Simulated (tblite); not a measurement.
H11NOSi4.
Geometry (GFN2-xTB, Å), atoms numbered from 1 in this order:
```xyz
17
H11NOSi4 angstrom
Si    -3.1355    0.1509    0.8997
N     -2.2557   -0.3115   -0.5166
Si    -0.6045   -0.0211   -0.9867
Si     0.7275   -0.2552    0.8637
O      2.2694   -0.1812    0.3438
Si     3.6169    0.1392   -0.4820
H     -4.3826   -0.6151    0.8660
H     -2.2984   -0.1989    2.0460
H     -3.4440    1.5867    0.9211
H     -2.8523   -0.5326   -1.2974
H     -0.5102    1.3028   -1.6475
H     -0.3847   -0.9889   -2.0806
H      0.6337    0.8122    1.8735
H      0.6913   -1.5380    1.5805
H      3.2715    0.1760   -1.9036
H      4.5394   -0.9488   -0.1700
H      4.1110    1.4355   -0.0210
```

Method: GFN2-xTB as coded in tblite; computed harmonic values from a numerical Hessian at the method's own geometry, unscaled. Errors from tens to a few hundred cm⁻¹ against measured bands are possible. Modes of hydrogen on silicon can be 10 to 20 % off. One conformer, not necessarily the lowest. The optimisation stopped once no atom felt more than 0.01 eV/Å.

Lowest wavenumbers of the output (negative numbers stand for imaginary wavenumbers):
```
mode    cm-1
  1     -23.1
  2      17.1
  3      33.9
  4      44.7
  5      47.4
  6      92.2
  7      99.3
  8     164.3
  9     238.9
 10     357.2
 11     398.4
 12     464.8
 13     474.2
 14     555.5
 15     560.0
```

Q: Is this structure a minimum?

A: Not by this Hessian. 1 mode is imaginary beyond 20i (23i cm⁻¹), so at this level the point lies at or near a first-order saddle. The curvature is small, so loose convergence or finite differences may be the whole cause.

Q: Which atoms move in the imaginary mode?

A: 23i: H15 (Si–H hydrogen) 33 %, H17 (Si–H hydrogen) 30 %, H16 (Si–H hydrogen) 29 %. These are shares of the mass-weighted motion.

Q: What is the remedy?

A: Step along that mode in both directions, optimise again with tighter thresholds and repeat the frequencies. The zero-point energy of this point (62.8 kcal/mol) counts the 44 real modes alone, and thermal corrections from it aren't those of a minimum.
